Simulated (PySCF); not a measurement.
Au2H2S2Si, SMILES [S]([Au])[SiH2][S][Au], multiplicity 1. Atoms are numbered in the order given.

```xyz
7

Au    -0.0008    -0.2417    -3.3682
S     -0.0003     1.2944    -1.6589
Si     0.0077    -0.0937     0.0000
S     -0.0003     1.2944     1.6589
Au    -0.0008    -0.2417     3.3682
H     -1.1956    -0.9691     0.0000
H      1.2213    -0.9549     0.0000
```
Charge 0, spin multiplicity 1.

The structure is a stationary point at B3LYP-D3(BJ)/def2-SVP. The multiplicity is an assumed one; other spin states were not compared. The def2 effective core potentials stand for the cores of Au; spin–orbit coupling is left out. The values are those of a single conformer.

Method: B3LYP-D3(BJ)/def2-SVP (PySCF).

Frequencies are harmonic and unscaled.

A small imaginary wavenumber (i) marks a very flat motion, where grid noise or a shallow saddle decides the sign.

```tsv
mode	ν (cm⁻¹)	IR (km/mol)	moving atoms (share of kinetic energy)
1	19i	0.0	S 95 %
2	36	0.4	Au 75 %, S 14 %, Si 10 %
3	39	0.0	Si 75 %, H 18 %
4	98	0.2	Au 35 %, S 34 %, Si 29 %
5	108	0.0	S 51 %, Si 33 %, Au 12 %
6	335	2.6	S 85 %, Au 14 %
7	363	0.6	S 90 %, Au 10 %
8	501	144.1	Si 55 %, S 43 %
9	504	9.6	Si 49 %, S 48 %
10	582	18.9	H 83 %, Si 14 %
11	658	0.0	H 98 %
12	836	478.8	H 93 %
13	979	58.9	H 96 %
14	2221	44.7	H 98 %
15	2222	95.6	H 95 %
```
